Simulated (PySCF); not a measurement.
## Ti²⁺ (titanium, charge +2) across methods

[Ar] 3d2, high-spin 3F determinant. All numbers are calculated (PySCF 2.14, the spin-free X2C one-electron Hamiltonian (Gaussian nucleus), in aug-cc-pwCVTZ-DK (10s9p7d4f3g, 127 functions)).

```
method  E (hartree)  mean ε 3p α (eV)  mean ε 3p β (eV)  mean ε 3d α (eV)  Σ⟨r²⟩ (bohr²)   ⟨S²⟩
 M06-L     -852.923           -56.232           -54.257           -20.669          16.35  2.001
   LDA     -850.845           -55.422           -53.695           -20.801          16.65  2.000
PBEsol     -851.755           -55.289           -53.519           -20.728          16.63  2.000
   UHF   -852.06903           -66.933           -62.467           -27.910          16.35  2.003
 B97-3     -852.867           -58.577           -56.260           -22.721          16.43  2.001
   PBE     -852.730           -55.361           -53.599           -20.851          16.64  2.000
r2SCAN     -852.928           -56.370           -54.284           -21.196          16.49  2.001
  PBE0     -852.772           -58.509           -56.149           -22.758          16.51  2.001
```
